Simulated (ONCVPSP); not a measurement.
Reading a pseudo-wave (Ti (Z = 22))

Columns: radius, all-electron u(r) and pseudo u(r) of the 3p shell (level -38.79 eV) of titanium in the configuration [Ne] 3s2 3p6 3d2 4s2; LDA (Perdew-Wang 92), scalar-relativistic, ONCV scheme, ONCVPSP 4.0.1.

| r (bohr) | all-electron | pseudo |
| --- | --- | --- |
| 0.100 | -0.4007 | 0.0346 |
| 0.200 | -0.5147 | 0.1330 |
| 0.300 | -0.2592 | 0.2807 |
| 0.400 | 0.1196 | 0.4561 |
| 0.500 | 0.4725 | 0.6349 |
| 0.600 | 0.7408 | 0.7939 |
| 0.700 | 0.9139 | 0.9157 |
| 0.800 | 1.0043 | 0.9909 |
| 0.900 | 1.0302 | 1.0185 |
| 1.000 | 1.0105 | 1.0046 |
| 1.100 | 0.9609 | 0.9591 |
| 1.200 | 0.8935 | 0.8932 |
| 1.300 | 0.8171 | 0.8170 |
| 1.400 | 0.7378 | 0.7377 |
| 1.500 | 0.6595 | 0.6595 |
| 1.600 | 0.5850 | 0.5849 |
| 1.700 | 0.5155 | 0.5154 |
| 1.800 | 0.4520 | 0.4519 |
| 1.900 | 0.3946 | 0.3945 |
| 2.000 | 0.3433 | 0.3432 |
| 2.100 | 0.2978 | 0.2977 |
| 2.200 | 0.2576 | 0.2576 |
| 2.300 | 0.2225 | 0.2224 |
| 2.400 | 0.1917 | 0.1917 |
| 2.500 | 0.1650 | 0.1650 |
| 2.600 | 0.1418 | 0.1418 |

(1) How many radial nodes do the two functions have?

(2) At about which radius was the pseudo-wave matched?

(3) Where does each function peak?

(4) Is the pseudo-wave norm-conserving?

Results:

(1) The all-electron 3p function has n − l − 1 = 1; the pseudo-wave has 0, since the states of the same l below it are removed with the core.

(2) 1.30 bohr, where the columns begin to agree (steps of 0.10 bohr).

(3) Outermost all-electron maximum near 0.90 bohr, pseudo maximum near 0.90 bohr (to the table’s step).

(4) Yes: the ONCV scheme keeps the norm inside the radius equal to the all-electron one, which fixes the energy derivative of the logarithmic derivative at the level.
